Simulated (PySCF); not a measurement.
1-bromo-2-chlorocyclobutene (C₄H₄BrCl), SMILES C1C(=C(Br)C1)Cl. Atoms are numbered in the order given.

```xyz
10

Cl    -1.4278     1.9677     0.0000
C      0.1250     1.2452     0.0000
C      0.5680    -0.0235     0.0000
Br    -0.2821    -1.6882     0.0000
C      2.0310     0.3663     0.0000
C      1.5124     1.8501     0.0000
H      2.5940     0.0742     0.9002
H      2.5940     0.0742    -0.9002
H      1.7698     2.4297    -0.9006
H      1.7698     2.4297     0.9006
```
Charge 0, spin multiplicity 1.

Coordinates come from a B3LYP-D3(BJ)/def2-SVP optimisation.

Two levels are set side by side: PBE/pcSseg-1 (PySCF) and HF/pcSseg-1 (PySCF). GIAO shifts against HCl (³⁵Cl), TMS (¹H), TMS (¹³C) at the same level; non-relativistic, no solvent, atoms listed together averaged. Without spin–orbit terms, shifts of atoms bonded to Cl or Br come out too high at both levels. Differences are taken from unrounded values.

| quantity | HF | PBE | PBE minus HF |
|---|---|---|---|
| δ(³⁵Cl) of Cl1 (ppm) | 171.4 | 267.4 | 95.9 |
| δ(¹³C) of C2 (ppm) | 151.4 | 144.2 | -7.2 |
| δ(¹³C) of C3 (ppm) | 140.9 | 135.8 | -5.2 |
| δ(¹³C) of C5 (ppm) | 34.5 | 41.8 | 7.2 |
| δ(¹³C) of C6 (ppm) | 35.5 | 42.7 | 7.1 |
| δ(¹H) of H7, H8 (ppm) | 2.87 | 2.94 | 0.07 |
| δ(¹H) of H9, H10 (ppm) | 2.95 | 3.04 | 0.08 |

Rough cost on one machine, each run with all the roots and properties that it gave: HF against PBE within a factor of 2.
